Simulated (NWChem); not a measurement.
# Basis-set convergence for H3Ga

SMILES: [GaH3]
```xyz
4

Ga     0.0000     0.0000     0.0000
H      0.0000     0.0000     1.5735
H      1.3627     0.0000    -0.7868
H     -1.3627     0.0000    -0.7868
```
Charge 0, spin multiplicity 1.

All runs are NWChem calculations. All single points use one geometry, from B3LYP/def2-SVP, a minimum by its harmonic frequencies.

Quantity: LUMO energy at the level B3LYP.

The Hamiltonian is non-relativistic. B3LYP has NWChem's definition, with VWN1-RPA local correlation. The Pople sets run with spherical d functions. The structure started from a generated list of species.

```
basis        functions  LUMO energy (eV)
-----------  ---------  ----------------
6-31G*              38             -2.12
def2-SVP            47             -2.10
def2-SVPD           62             -2.14
aug-cc-pVDZ         63             -2.17
def2-TZVP           66             -2.13
cc-pVTZ             85             -2.14
pcseg-2             85             -2.16
aug-cc-pVTZ        128             -2.16
cc-pVQZ            158             -2.16
def2-QZVP          165             -2.16
```

Smallest basis within 0.1 eV of def2-QZVP, the largest set run: 6-31G*, with 38 functions against 165 (also within reach: def2-SVP, def2-SVPD, aug-cc-pVDZ, def2-TZVP, cc-pVTZ, pcseg-2, aug-cc-pVTZ, cc-pVQZ). def2-QZVP isn't the basis-set limit itself, and a small set can land close by cancellation.
